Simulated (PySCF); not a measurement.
C3H6FNSi, SMILES C([SiH2]F)CC#N.

Geometry: B3LYP-D3(BJ)/def2-SVP. The structure was generated by enumeration, and PubChem lists no compound with its InChIKey, so it may never have been made. Other conformers were not sampled.

Two levels are set side by side: PBE/def2-TZVP (PySCF) and ωB97X/def2-TZVP (PySCF). Same geometry, gas phase. Differences are taken from unrounded values.

```
quantity                       PBE
---------------------------  -----
orbital gap (eV)              6.64
highest occupied level (eV)  -7.82
lowest empty level (eV)      -1.18
dipole moment (D)             3.40
mean polarisability (bohr³)   63.8
```

Question: These are the PBE values. What does ωB97X give? (An estimate is asked for; the answer gives what the named calculation found.)

Answer: 
```json
[
 {"quantity": "orbital gap (eV)", "ωB97X": "13.35", "PBE minus ωB97X": "-6.71"},
 {"quantity": "highest occupied level (eV)", "ωB97X": "-11.58", "PBE minus ωB97X": "3.76"},
 {"quantity": "lowest empty level (eV)", "ωB97X": "1.77", "PBE minus ωB97X": "-2.95"},
 {"quantity": "dipole moment (D)", "ωB97X": "3.46", "PBE minus ωB97X": "-0.05"},
 {"quantity": "mean polarisability (bohr³)", "ωB97X": "61.1", "PBE minus ωB97X": "2.7"}
]
```

PBE's occupied levels lie high since its potential decays too fast outside the molecule; exact exchange lowers them and widens the gap. PBE's more diffuse valence density responds more strongly to a field. Differences between two approximate levels are no errors against the true value.

Rough cost on one machine, each run with all the roots and properties that it gave: ωB97X against PBE within a factor of 2.
